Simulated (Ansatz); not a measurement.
CH4BFO (`OBCF`). Charge 0, multiplicity 1. All single points use the PBE0-D4/def2-TZVP geometry. It is one conformer, not always the lowest.

```xyz
8

O    -1.269   -0.980    0.158
B    -0.589    0.174   -0.027
C     0.980    0.081   -0.014
F     1.589    1.313   -0.216
H    -2.222   -0.871    0.143
H    -1.163    1.215   -0.193
H     1.335   -0.607   -0.793
H     1.338   -0.324    0.942
```

Q: What is the dipole moment at B3LYP/def2-TZVPP? (An estimate is asked.)

A: Ansatz gave: 2.47 D, with components (-2.11, -1.27, 0.21) D in this frame, pointing from negative to positive charge.

Q: And with PBE, r2SCAN, ωB97M-V? (An estimate is asked.)

A: Computed: PBE 2.41 D, r2SCAN 2.44 D, ωB97M-V 2.48 D.

Q: Give the Mulliken charges with B3LYP, ωB97M-V, PBE in def2-TZVPP. (Best estimate.)

A: Ansatz gave: 
```
atom  B3LYP  ωB97M-V    PBE
  O1  -0.26    -0.26  -0.22
  B2   0.07     0.04   0.05
  C3   0.07     0.03   0.03
  F4  -0.27    -0.25  -0.22
  H5   0.21     0.20   0.21
  H6   0.00     0.04  -0.02
  H7   0.09     0.10   0.09
  H8   0.09     0.10   0.09
```

B3LYP here is the variant with VWN-RPA as its local correlation; programs differ in this.
